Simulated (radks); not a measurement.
Task: Radial electron density D(r) = 4 pi r^2 rho(r) of an atom or ion with 15 electrons. Method: scalar-relativistic Kohn-Sham, PBE, spin-unpolarised, spherical densities, point nucleus; computed with a radial shooting solver on a logarithmic mesh with Libxc functionals.

r (bohr),D(r) (e/bohr)
0.01011,2.131
0.01167,2.707
0.01337,3.371
0.01532,4.167
0.01755,5.107
0.02027,6.269
0.02322,7.522
0.0266,8.910
0.03073,10.49
0.0352,12.04
0.04033,13.55
0.0462,14.94
0.05336,16.13
0.06113,16.86
0.07004,17.11
0.08089,16.79
0.09267,15.95
0.1062,14.71
0.1216,13.29
0.1405,11.91
0.1609,11.05
0.1844,10.86
0.213,11.49
0.244,12.72
0.2795,14.20
0.3202,15.46
0.3698,16.01
0.4237,15.45
0.4855,13.82
0.5606,11.21
0.6423,8.404
0.7359,5.826
0.8431,3.879
0.9737,2.684
1.116,2.273
1.278,2.287
1.476,2.409
1.691,2.379
1.937,2.120
2.22,1.685
2.563,1.170
2.937,0.7579
3.365,0.4762
3.886,0.3150
4.452,0.2512
5.1,0.2269
5.843,0.2049
6.749,0.1651
7.732,0.1153
8.858,0.06846
10.23,0.03286
11.72,0.01357
13.43,0.004517
15.38,0.001182
17.77,0.0002148

What is the nuclear charge?

Result: Z = 15. The innermost maximum, from 1s, lies near gamma/Z bohr with gamma = sqrt(1 - (Z/c)^2) = 0.994, here 0.0663 bohr (found: 0.0700), and its height grows with Z. The density is that of neutral phosphorus in [Ne] 3s2 3p2 4s1; the configuration itself is not fixed sharply by these data, and Z only to about a unit. D(r) has 3 maxima, at r = 0.0700, 0.370, 1.55 bohr, and minima at 0.179, 1.18 bohr, inside which lie 2.19, 10.40 electrons.
